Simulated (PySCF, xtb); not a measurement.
Parents of the type HO-SiH2-X, proton removed and the species left after one step. Isolated molecules, 0 K electronic values unless said otherwise. One relaxed conformer stands for each flexible species; it need not be the lowest. The site is fixed along the series; a substituent can offer a better one. Strings in code marks are SMILES.

Quantity: gas-phase deprotonation enthalpy at 298 K, in kJ/mol. Thermal and zero-point terms are GFN2-xTB rigid-rotor harmonic values (xtb). Levels without diffuse functions put anions too high.

A: X = H, proton removed: `[O-][SiH3]`
B: X = isocyano, proton removed: `[C-]#[N+][SiH2][O-]`
C: X = hydroxy, proton removed: `[O-][SiH2]O` (O–Si–O–H torsion 180°)
D: X = bromo, proton removed: `[SiH2]([O-])Br`
E: X = fluoro, proton removed: `[O-][SiH2]F`

**Question.** Order them by gas-phase deprotonation enthalpy at 298 K (lowest first) at the level PBE/6-31G* // CAM-B3LYP-D3(BJ)/def2-TZVPD (PySCF).

**Answer.** D (1429.5 kJ/mol), B (1431.5 kJ/mol), E (1483.6 kJ/mol), A (1507.4 kJ/mol), C (1520.0 kJ/mol)
